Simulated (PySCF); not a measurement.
**Electronic structure of Si²⁺ (silicon, charge +2) at the UHF level**

Configuration: [Ne] 3d2, high-spin 3F determinant (an excited configuration). Computed with PySCF 2.14 in aug-cc-pCVTZ-DK with one added diffuse shell each of s, p, d, f type (9s8p6d4f, 91 functions), with scalar relativity by spin-free X2C-1e.

| Quantity | Value |
| --- | --- |
| Total energy | -287.290427 hartree |
| One-electron energy | -386.3663 hartree |
| Hartree (Coulomb) energy | 118.7299 hartree |
| Exchange energy | -19.6541 hartree |
| ⟨S²⟩ | 2.0001 |
| ⟨L²⟩ | 12.000 |
| Sum of ⟨r⟩ | 10.14 bohr |
| Sum of ⟨r²⟩ | 21.20 bohr² |
| Langevin diamagnetic susceptibility | -16.8 ×10⁻⁶ cm³/mol |

| shell | electrons | mean orbital energy (hartree) | rms radius, mean of both spins (bohr) |
| --- | --- | --- | --- |
| 1s β | 1 | -70.15727 | 0.129 |
| 1s α | 1 | -70.15582 | 0.129 |
| 2s α | 1 | -7.26836 | 0.611 |
| 2s β | 1 | -7.26453 | 0.611 |
| 2p α | 3 | -5.36031 | 0.594 |
| 2p β | 3 | -5.35586 | 0.594 |
| 3d α | 2 | -0.61006 | 3.02 |

The outer electron is Rydberg-like, and this basis confines it to a smaller radius and binds it less than a complete one would.

Densities and radii are taken from the X2C orbitals without a picture-change correction, which distorts them close to the nucleus.

Spin-orbit constants ζ (cm⁻¹) from the X2C one-electron operator on these orbitals: bare nucleus, nucleus screened by l(l+1)(2l+1)/3 electrons, and screened by the Breit-Pauli mean field of the electrons.

```tsv
shell	bare	screened nucleus	mean field
2p	3899	3342	3092
3d	12.99	3.711	3.129
```

To first order the Landé constant is A = 1.564 cm⁻¹, so the lowest level has J = 2 and lies 0.000776 eV below the centre of the term. This holds in LS coupling only.
